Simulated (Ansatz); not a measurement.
Ansatz results at the PBE0-D4/def2-TZVP geometry: LUMO energy (PBE0/def2-TZVPP) 0.43 eV; HOMO energy (PBE/def2-TZVPP) -6.14 eV; size of the dipole moment (PBE/def2-TZVPP) 1.08 D.

Each molecule was computed in one conformer, which needn't be the lowest.

Question: Which molecule gave them?
A. `C[O][GeH]([CH3])[SH]`
B. `[NH2][GeH2][F]`
C. `[CH3][Ge]([F])([SiH3])[Cl]`
D. `[F][Ge]([F])([SH])[SH]`

Answer: A. The others give `[CH3][Ge]([F])([SiH3])[Cl]`: -0.38, -6.99, 2.91; `[F][Ge]([F])([SH])[SH]`: -1.29, -7.13, 2.23; `[NH2][GeH2][F]`: 0.52, -6.54, 1.68.
